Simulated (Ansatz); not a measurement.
Si(vinyl)3(NEt2) (C₁₀H₁₉NSi) was relaxed with r2SCAN-D4 (def2-SVP) in Ansatz in these states: charge +1 doublet, neutral singlet. The geometries follow in no particular order.

A:

```xyz
31

Si    0.775   -0.551    0.066
C     2.098    0.065    1.242
C     2.671   -0.694    2.190
H     2.473    1.093    1.120
H     2.361   -1.733    2.363
H     3.473   -0.317    2.838
C     0.246   -2.282    0.556
C     0.144   -3.316   -0.296
H    -0.055   -2.454    1.602
H     0.410   -3.214   -1.357
H    -0.217   -4.304    0.016
C     1.488   -0.617   -1.673
C     1.153    0.259   -2.635
H     2.245   -1.379   -1.914
H     0.407    1.044   -2.450
H     1.599    0.236   -3.637
N    -0.578    0.546    0.129
C    -1.797    0.226   -0.605
C    -2.921   -0.321    0.273
C    -0.587    1.805    0.859
C    -0.215    3.015    0.003
H    -1.555   -0.517   -1.387
H    -2.153    1.122   -1.153
H    -2.608   -1.260    0.755
H    -3.198    0.392    1.066
H    -3.825   -0.523   -0.325
H    -1.587    1.963    1.307
H     0.107    1.734    1.714
H     0.813    2.918   -0.384
H    -0.888    3.114   -0.864
H    -0.278    3.951    0.583
```

B:

```tsv
atom	x (Å)	y (Å)	z (Å)
Si1	0.911	-0.203	0.519
C2	1.501	1.267	1.475
C3	1.692	1.236	2.806
H4	1.793	2.180	0.934
H5	1.463	0.350	3.411
H6	2.101	2.094	3.351
C7	0.419	-1.640	1.588
C8	0.728	-2.911	1.275
H9	-0.123	-1.446	2.525
H10	1.273	-3.172	0.359
H11	0.462	-3.748	1.932
C12	2.015	-0.695	-0.894
C13	1.807	-0.502	-2.207
H14	2.968	-1.156	-0.589
H15	0.896	-0.040	-2.605
H16	2.552	-0.800	-2.954
N17	-0.688	0.314	-0.300
C18	-1.492	-0.666	-1.003
C19	-2.699	-1.125	-0.168
C20	-1.169	1.679	-0.273
C21	-0.498	2.504	-1.387
H22	-0.855	-1.530	-1.250
H23	-1.847	-0.202	-1.943
H24	-2.366	-1.619	0.755
H25	-3.364	-0.287	0.087
H26	-3.271	-1.848	-0.766
H27	-2.263	1.684	-0.405
H28	-0.920	2.115	0.708
H29	0.597	2.515	-1.282
H30	-0.757	2.113	-2.383
H31	-0.865	3.539	-1.316
```

**Question.** Judge from the bond lengths which geometry belongs to which state (an estimate).

**Answer.** A is the neutral singlet (Si1–N17 1.743 Å, Si1–C2 1.874 Å, Si1–C12 1.880 Å); B is the charge +1 doublet (Si1–N17 1.870 Å, Si1–C2 1.850 Å, Si1–C12 1.859 Å).
